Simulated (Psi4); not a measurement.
C5H7O2, doublet, geometry from GFN2-xTB, with bond 11-4 at 1.6 times its length; SVWN/STO-3G run with Psi4.

The Psi4 input:
```
memory 2 GB

molecule mol {
0 2
C     2.566366    0.233505    0.293406
C     1.141349   -0.182509   -0.026222
O     0.914312   -1.207216   -0.669869
C     0.103639    0.647827    0.418223
C    -1.147511    0.148753    0.027737
C    -2.375586    0.953730    0.416396
O    -1.251867   -0.893254   -0.618056
H     3.179504   -0.655575    0.412122
H     2.599386    0.841117    1.191536
H     2.947080    0.810085   -0.547805
H     0.331124    2.091557    1.316961
H    -2.265413    1.350162    1.420979
H    -3.255320    0.319903    0.353328
H    -2.480157    1.780070   -0.283941
}

set {
  basis sto-3g
  reference uks
}

energy('svwn')
print_variables()
```

**Question.** Predict the main parts of the log of this Psi4 run.

**Answer.** 
```
   => Loading Basis Set <=

    Name: STO-3G
    Role: ORBITAL
    Keyword: BASIS

         ---------------------------------------------------------
                                   SCF
               by Justin Turney, Rob Parrish, Andy Simmonett
                          and Daniel G. A. Smith
                              UKS Reference
         ---------------------------------------------------------

  ==> Geometry <==

    Molecular point group: c1
    Full point group: C1

    Geometry (in Angstrom), charge = 0, multiplicity = 2:

       Center              X                  Y                   Z               Mass
    ------------   -----------------  -----------------  -----------------  -----------------
         C            2.575206568134     0.287952111059     0.325233689357    12.000000000000
         C            1.150189568134    -0.128061888941     0.005605689357    12.000000000000
         O            0.923152568134    -1.152768888941    -0.638041310643    15.994914619570
         C            0.112479568134     0.702274111059     0.450050689357    12.000000000000
         C           -1.138670431866     0.203200111059     0.059564689357    12.000000000000
         C           -2.366745431866     1.008177111059     0.448223689357    12.000000000000
         O           -1.243026431866    -0.838806888941    -0.586228310643    15.994914619570
         H            3.188344568134    -0.601127888941     0.443949689357     1.007825032230
         H            2.608226568134     0.895564111059     1.223363689357     1.007825032230
         H            2.955920568134     0.864532111059    -0.515977310643     1.007825032230
         H            0.339964568134     2.146004111059     1.348788689357     1.007825032230
         H           -2.256572431866     1.404609111059     1.452806689357     1.007825032230
         H           -3.246479431866     0.374350111059     0.385155689357     1.007825032230
         H           -2.471316431866     1.834517111059    -0.252113310643     1.007825032230

  Running in c1 symmetry.

  Rotational constants: A =      0.19956  B =      0.06196  C =      0.04813 [cm^-1]
  Rotational constants: A =   5982.76548  B =   1857.62428  C =   1443.04104 [MHz]
  Nuclear repulsion =  289.446070084167104

  Charge       = 0
  Multiplicity = 2
  Electrons    = 53
  Nalpha       = 27
  Nbeta        = 26

  ==> Algorithm <==

  SCF Algorithm Type is DF.
  DIIS enabled.
  MOM disabled.
  Fractional occupation disabled.
  Guess Type is SAD.
  Energy threshold   = 1.00e-06
  Density threshold  = 1.00e-06
  Integral threshold = 1.00e-12

  ==> Primary Basis <==

  Basis Set: STO-3G
    Blend: STO-3G
    Number of shells: 28
    Number of basis functions: 42
    Number of Cartesian functions: 42
    Spherical Harmonics?: true
    Max angular momentum: 1

  ==> DFT Potential <==

   => LibXC <=

    Version 7.1.2
    S. Lehtola, C. Steigemann, M. J. T. Oliveira, and M. A. L. Marques,  SoftwareX 7, 1–5 (2018) (10.1016/j.softx.2017.11.002)

   => Composite Functional: SVWN <=

    Slater exchange
    Vosko, Wilk & Nusair (VWN5_RPA)
    P. A. M. Dirac,  Math. Proc. Cambridge Philos. Soc. 26, 376 (1930) (10.1017/S0305004100016108)
    F. Bloch,  Z. Phys. 57, 545 (1929) (10.1007/BF01340281)
    S. H. Vosko, L. Wilk, and M. Nusair,  Can. J. Phys. 58, 1200 (1980) (10.1139/p80-159)

    Deriv               =              1
    GGA                 =          FALSE
    Meta                =          FALSE

    Exchange Hybrid     =          FALSE
    MP2 Hybrid          =          FALSE

   => Exchange Functionals <=

    1.0000         XC_LDA_X

   => Correlation Functionals <=

    1.0000   XC_LDA_C_VWN_RPA

   => LibXC Density Thresholds  <==

    XC_LDA_C_VWN_RPA:  1.00E-15
    XC_LDA_X:  1.00E-15

   => Molecular Quadrature <=

    Radial Scheme          =       TREUTLER
    Pruning Scheme         =           NONE
    Nuclear Scheme         =       TREUTLER

    Blocking Scheme        =         OCTREE
    BS radius alpha        =              1
    Pruning alpha          =              1
    Radial Points          =             75
    Spherical Points       =            302
    Total Points           =         295502
    Total Blocks           =           2240
    Max Points             =            256
    Max Functions          =             40
    Weights Tolerance      =       1.00E-15

   => Loading Basis Set <=

    Name: (STO-3G AUX)
    Role: JKFIT
    Keyword: DF_BASIS_SCF

  ==> Integral Setup <==

  SCF_SUBTYPE=INCORE selected. In-core MEM_DF algorithm will be used.
  Using in-core AOs.

  ==> MemDFJK: Density-Fitted J/K Matrices <==

    J tasked:                   Yes
    K tasked:                    No
    wK tasked:                   No
    Algorithm:                 Core
    Schwarz Cutoff:           1E-12
    Mask sparsity (%):       1.7007
    Fitting Condition:        1E-10

   => Auxiliary Basis Set <=

  Basis Set: (STO-3G AUX)
    Blend: DEF2-UNIVERSAL-JKFIT
    Number of shells: 217
    Number of basis functions: 655
    Number of Cartesian functions: 771
    Spherical Harmonics?: true
    Max angular momentum: 4

  Minimum eigenvalue in the overlap matrix is 1.9105390959E-01.
  Reciprocal condition number of the overlap matrix is 8.0838712592E-02.
    Using symmetric orthogonalization.

  ==> Pre-Iterations <==

  SCF Guess: Superposition of Atomic Densities via on-the-fly atomic UHF (no occupation information).

   -------------------------
    Irrep   Nso     Nmo
   -------------------------
     A         42      42
   -------------------------
    Total      42      42
   -------------------------

  ==> Iterations <==

                           Total Energy        Delta E     RMS |[F,P]|

   @DF-UKS iter SAD:  -336.15531638186553   -3.36155e+02   0.00000e+00
   @DF-UKS iter   1:  -338.64531670516476   -2.49000e+00   6.78991e-03 ADIIS/DIIS
   @DF-UKS iter   2:  -338.50131035977603    1.44006e-01   1.38345e-02 ADIIS/DIIS
   @DF-UKS iter   3:  -338.68718319255652   -1.85873e-01   2.69091e-03 ADIIS/DIIS
   @DF-UKS iter   4:  -338.68897450083756   -1.79131e-03   2.31517e-03 ADIIS/DIIS
   @DF-UKS iter   5:  -338.69262570461166   -3.65120e-03   1.63091e-03 ADIIS/DIIS
   @DF-UKS iter   6:  -338.69598027291016   -3.35457e-03   3.87064e-04 ADIIS/DIIS
   @DF-UKS iter   7:  -338.69623380973695   -2.53537e-04   3.26014e-05 DIIS
   @DF-UKS iter   8:  -338.69623546590236   -1.65617e-06   1.35143e-05 DIIS
   @DF-UKS iter   9:  -338.69623568930103   -2.23399e-07   8.05757e-06 DIIS
   @DF-UKS iter  10:  -338.69623581578645   -1.26485e-07   1.67926e-06 DIIS
   @DF-UKS iter  11:  -338.69623582672119   -1.09347e-08   7.93384e-07 DIIS
  Energy and wave function converged.

  ==> Post-Iterations <==

   Electrons on quadrature grid:
      Nalpha   =   26.9999948897 ; deviation = -5.110e-06
      Nbeta    =   25.9999949464 ; deviation = -5.054e-06
      Ntotal   =   52.9999898360 ; deviation = -1.016e-05

   @Spin Contamination Metric:   2.997680757E-03
   @S^2 Expected:                7.500000000E-01
   @S^2 Observed:                7.529976808E-01
   @S   Expected:                5.000000000E-01
   @S   Observed:                5.000000000E-01

    Orbital Energies [Eh]
    ---------------------

    Alpha Occupied:

[...]
    Alpha Virtual:

[...]
    Beta Occupied:

[...]
    Beta Virtual:

[...]
      42A      0.651402

    Final Occupation by Irrep:
              A
    DOCC [    26 ]
    SOCC [     1 ]
    NA   [    27 ]
    NB   [    26 ]

  @DF-UKS Final Energy:  -338.69623582672119

   => Energetics <=

    Nuclear Repulsion Energy =            289.4460700841671041
    One-Electron Energy =               -1038.7647603163584336
    Two-Electron Energy =                 455.6125865784496796
    DFT Exchange-Correlation Energy =     -44.9901321729795640
    Empirical Dispersion Energy =           0.0000000000000000
    VV10 Nonlocal Energy =                  0.0000000000000000
    Total Energy =                       -338.6962358267211926

  UHF NO Occupations:
  HONO-2 :   25  A 1.9994308
  HONO-1 :   26  A 1.9994279
  HONO-0 :   27  A 1.0000000
  LUNO+0 :   28  A 0.0005721
  LUNO+1 :   29  A 0.0005692
  LUNO+2 :   30  A 0.0001737
  LUNO+3 :   31  A 0.0000540

Computation Completed

Properties will be evaluated at   0.000000,   0.000000,   0.000000 [a0]

Properties computed using the SCF density matrix

 Multipole Moments:

 ------------------------------------------------------------------------------------
     Multipole            Electronic (a.u.)      Nuclear  (a.u.)        Total (a.u.)
 ------------------------------------------------------------------------------------

 L = 1.  Multiply by 2.5417464519 to convert [e a0] to [Debye]
 Dipole X            :         -0.9361376            1.0466364            0.1104988
 Dipole Y            :         -5.7821502            6.4762651            0.6941149
 Dipole Z            :         -3.4500721            3.8245932            0.3745210
 Magnitude           :                                                    0.7964116

 ------------------------------------------------------------------------------------

  Variable Map:
  ----------------------------------------------------------------------------
[...]
  Array Variable Map:
  ----------------------------------------------------------------------------
[...]
[...]
```
